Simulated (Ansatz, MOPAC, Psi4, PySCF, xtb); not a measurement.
Donor–acceptor adduct: BH3 (SMILES B) (first 4 atoms) with CHN (SMILES C#N); geometry from B3LYP-D3(BJ)/def2-TZVP, rigid monomers moved along the line of their centres of mass till B1···N6 is 1.39 Å.
(charge 0, multiplicity 1):
```xyz
7

B     -0.097     0.048     0.770
H      0.666     0.927     0.451
H      0.204    -1.031     0.322
H     -1.256     0.333     0.591
C      0.156    -0.176     3.276
N      0.042    -0.075     2.145
H      0.262    -0.271     4.332
```

| level | interaction energy (meV) | minus CCSD(T)/CBS(aug-cc-pVDZ, aug-cc-pVTZ) | cost |
|---|---|---|---|
| AM1 | -1422.0 | -405.1 | - |
| PM6 | -2350.8 | -1333.9 | - |
| PM7 | -1952.8 | -935.9 | - |
| GFN1-xTB | -1322.5 | -305.6 | - |
| GFN2-xTB | -1435.5 | -418.6 | - |
| HF/STO-3G (no counterpoise) | -969.8 | 47.1 | - |
| HF/3-21G (no counterpoise) | -569.9 | 447.0 | - |
| HF/6-31G* | -328.3 | 688.6 | - |
| HF/6-31G* (no counterpoise) | -381.5 | 635.4 | - |
| HF/aug-cc-pVDZ | -246.3 | 770.6 | - |
| HF/aug-cc-pVTZ | -353.9 | 663.0 | - |
| PBE/def2-TZVPPD | -1577.8 | -560.9 | ×1 |
| PBE-D3(BJ)/def2-TZVPPD | -1624.2 | -607.4 | ×1 |
| PBE-D4/def2-TZVPPD | -1623.9 | -607.0 | ×1 |
| BP86/6-31G* (no counterpoise) | -1520.8 | -503.9 | - |
| r2SCAN/def2-TZVPPD | -1502.1 | -485.2 | ×2 |
| r2SCAN-D3(BJ)/def2-TZVPPD | -1515.3 | -498.4 | ×2 |
| r2SCAN-D4/def2-TZVPPD | -1513.5 | -496.6 | ×2 |
| B3LYP/3-21G (no counterpoise) | -1427.6 | -410.7 | - |
| B3LYP/6-311+G** (no counterpoise) | -1132.2 | -115.3 | - |
| B3LYP/def2-TZVPPD | -1188.3 | -171.5 | ×1 |
| B3LYP-D3(BJ)/def2-TZVPPD | -1267.7 | -250.8 | ×1 |
| B3LYP-D4/def2-TZVPPD | -1262.3 | -245.4 | ×1 |
| PBE0/def2-TZVPPD | -1436.6 | -419.7 | ×1 |
| PBE0-D3(BJ)/def2-TZVPPD | -1476.7 | -459.8 | ×1 |
| PBE0-D4/def2-TZVPPD | -1475.1 | -458.2 | ×1 |
| M06-2X/6-31G* (no counterpoise) | -1236.2 | -219.3 | - |
| wB97X-V/def2-TZVPPD | -1082.7 | -65.8 | ×3 |
| MP2/6-31G* | -826.4 | 190.5 | - |
| MP2/aug-cc-pVDZ | -838.7 | 178.2 | - |
| MP2/aug-cc-pVTZ | -1068.6 | -51.7 | - |
| MP2/CBS(aug-cc-pVDZ, aug-cc-pVTZ) | -1120.1 | -103.2 | - |
| SCS-MP2/aug-cc-pVDZ | -646.0 | 370.9 | - |
| SCS-MP2/aug-cc-pVTZ | -860.0 | 156.9 | - |
| CCSD/aug-cc-pVDZ | -631.5 | 385.4 | - |
| CCSD/aug-cc-pVTZ | -866.7 | 150.2 | - |
| CCSD(T)/aug-cc-pVDZ | -692.7 | 324.2 | ×4 |
| CCSD(T)/aug-cc-pVTZ | -952.7 | 64.2 | ×300* |
| CCSD(T)/CBS(aug-cc-pVDZ, aug-cc-pVTZ) | -1016.9 | 0.0 | ×300* |
| SAPT0/jun-cc-pV(D+d)Z | -1273.1 | -256.3 | - |

 The comparison column counts from a level with limits of its own.

The rows run from -2350.8 (PM6) to -246.3 meV (HF/aug-cc-pVDZ). In aug-cc-pVTZ the value moves HF -353.9, MP2 -1068.6, CCSD -866.7, CCSD(T) -952.7, a shift of -598.8 from HF to CCSD(T). From aug-cc-pVDZ to aug-cc-pVTZ CCSD(T) changes by -260.0. The dispersion term adds -46.5 in PBE-D3(BJ), -46.1 in PBE-D4, -13.2 in r2SCAN-D3(BJ). The 5 functionals in def2-TZVPPD without D3 or D4 span 495.1, from PBE to wB97X-V.

Interaction energies are E(AB) − E(A) − E(B) at the monomers' geometry in the complex; basis-set methods are counterpoise corrected. Rows marked so take none.

Frozen-core correlation. CBS(a, b) extrapolates the correlation energy as X⁻³ and adds the Hartree–Fock energy of set b. Rows in 3-21G, 6-311+G**, 6-31G*, STO-3G carry no dispersion term and start afresh at each structure (6-31G* with six Cartesian d functions). MP2/6-31G* freezes PySCF's default core. The state that AM1, PM6, PM7 reach isn't checked; PM7 holds dispersion and hydrogen-bond terms.

Run with Ansatz (Gaussian orbitals); MOPAC for AM1, PM6, PM7 (differences of heats of formation); Psi4 for SAPT; PySCF for 3-21G rows, 6-311+G** rows, 6-31G* rows, STO-3G rows, the dispersion terms; xtb for the GFN methods. 

Costs are rough ratios of core time to PBE/def2-TZVPPD (about 4 s over the structures, on one shared machine); a dash marks a level with no comparable run of its own. A star marks coupled-cluster runs past 200 virtual orbitals, where the program's memory plan changes under this machine's limit, so their costs aren't comparable with smaller runs.

Ansatz is a quantum-chemistry and plane-wave program.
